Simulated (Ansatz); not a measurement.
The cluster Ge2S5⁻. Charge -1, multiplicity 2. Geometry B3LYP-D4/def2-SVPD; atoms count from 1.

```xyz
7

Ge   -2.6003    0.7857    0.1816
Ge    0.9762    0.0694    0.1557
S    -0.7143    1.2153    1.2759
S     1.8717    1.2734   -1.4059
S     2.6989   -0.4675    1.3418
S    -2.0597   -1.0572   -1.0544
S    -0.1726   -1.8191   -0.4948
```

Another isomer (doublet) lies 0.82 eV lower at PBE0-D4/def2-SVP; other spin states weren't run for this one.

Question: Estimate the Mulliken populations from the PBE0/def2-SVP orbitals of Ansatz.

Answer: 
```tsv
atom	charge (e)	spin (α − β)
Ge1	0.22	0.00
Ge2	0.47	-0.09
S3	-0.40	0.00
S4	-0.39	0.57
S5	-0.40	0.52
S6	-0.26	0.00
S7	-0.25	0.00
```
Mulliken values and Mayer orders depend strongly on the basis.

Question: Where does the spin sit?

Answer: Summed by element: Ge -0.09, S 1.09, of 1 unpaired in all. Largest on single atoms: S4 0.57, S5 0.52, Ge2 -0.09.

Question: And the Mayer bond orders between bonded heavy atoms (over 0.3)?

Answer: Ge1–S3 1.28 (2.22 Å); Ge1–S6 1.09 (2.28 Å); Ge2–S3 0.76 (2.33 Å); Ge2–S4 1.29 (2.17 Å); Ge2–S5 1.34 (2.16 Å); Ge2–S7 0.80 (2.30 Å); S6–S7 1.00 (2.11 Å). Values over 0.3 also appear between atoms too far apart for a bond (S4–S5 0.40 at 3.36 Å); they arise where an orbital or an unpaired electron spreads over both atoms.
